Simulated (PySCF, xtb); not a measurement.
Ge(OH)4 (GeH4O4), SMILES [OH][Ge]([OH])([OH])[OH]. Other conformers were not sampled.

Harmonic wavenumbers (cm⁻¹) from GFN2-xTB (xtb) at its own minimum, in rising order: 169, 170, 194, 196, 232, 233, 237, 277, 303, 562, 603, 606, 607, 804, 831, 832, 834, 3652, 3652, 3653, 3659.

Task: What does PBE-D3(BJ)/def2-SVP (PySCF) give at its own minimum? (The exact figures need the calculation; the answer reports its results.)

Result: 150, 162, 210, 214, 214, 251, 275, 275, 328, 657, 708, 724, 724, 879, 902, 917, 917, 3721, 3721, 3722, 3723. Paired by order, the mean absolute difference is 56 cm⁻¹ and the zero-point energies are 31.9 and 33.4 kcal/mol.
